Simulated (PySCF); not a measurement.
Compound: C2H9BN2.
SMILES with atom numbers: `[CH3:1][NH:2][BH:3][NH:4][CH3:5]` (hydrogens: H6, H7, H8 on C1; H9 on N2; H10 on B3; H11 on N4; H12, H13, H14 on C5)

A GFN2-xTB structure with every atom displaced at random (by about 0.01 Å) was refined with PySCF 2.14.0, PBE0-D3(BJ)/def2-SVP geometry optimisation, gas phase. Values at the start:

```json
{"coordinate": "C1–N2", "start": "1.420 Å"}
{"coordinate": "C1–H6", "start": "1.078 Å"}
{"coordinate": "N2–B3", "start": "1.389 Å"}
{"coordinate": "N2–H9", "start": "0.985 Å"}
{"coordinate": "B3–H10", "start": "1.191 Å"}
{"coordinate": "N4–C5", "start": "1.403 Å"}
{"coordinate": "C1–N2–B3", "start": "126.9°"}
{"coordinate": "N2–B3–N4", "start": "121.6°"}
{"coordinate": "C1–N2–B3–N4", "start": "178°"}
{"coordinate": "N2–B3–N4–C5", "start": "180°"}
```

**Question.** How do these coordinates change at the PBE0-D3(BJ)/def2-SVP level?

**Answer.** 
| coordinate | PBE0-D3(BJ)/def2-SVP (Å or °) | change |
| --- | --- | --- |
| N4–C5 | 1.437 | +0.034 |
| C1–H6 | 1.106 | +0.028 |
| N2–H9 | 1.013 | +0.028 |
| N2–B3 | 1.413 | +0.024 |
| B3–H10 | 1.214 | +0.023 |
| C1–N2 | 1.436 | +0.016 |
| N2–B3–N4 | 122.8 | +1.2 |
| C1–N2–B3 | 126.1 | -0.8 |
| C1–N2–B3–N4 | -179 | +3 |
| N2–B3–N4–C5 | -179 | +1 |

The energy falls by 3.1 kcal/mol over 12 energy and gradient evaluations, the largest force component goes from 0.0420 to 3.0e-04 Eh/bohr, and the atoms move by 0.055 Å rms after alignment. The bond that changes most is N4–C5 (boron-bound nitrogen to N-methyl carbon), which lengthens by 0.034 Å. Bonds longer at the end by more than 0.005 Å: 8 of 13; shorter: 2. Rotational constants go from 27660, 1991, 1902 to 26223, 1975, 1880 MHz.

The run used 115 basis functions and 75 SCF cycles in all. The run took 72 s on one thread, Arm Neoverse N1 (aarch64), shared host with 64 logical CPUs at a one-minute load of 37, and the process peaked at 0.47 GiB of memory.

No PBE0-D3(BJ)/def2-SVP frequencies stand behind this structure, so it isn't proved a minimum. One conformer, not necessarily the lowest.

The values belong to the conformer `[CH3:1][NH:2][BH:3][NH:4][CH3:5]`: C1–N2–B3–N4 -179°, N2–B3–N4–C5 -179°.
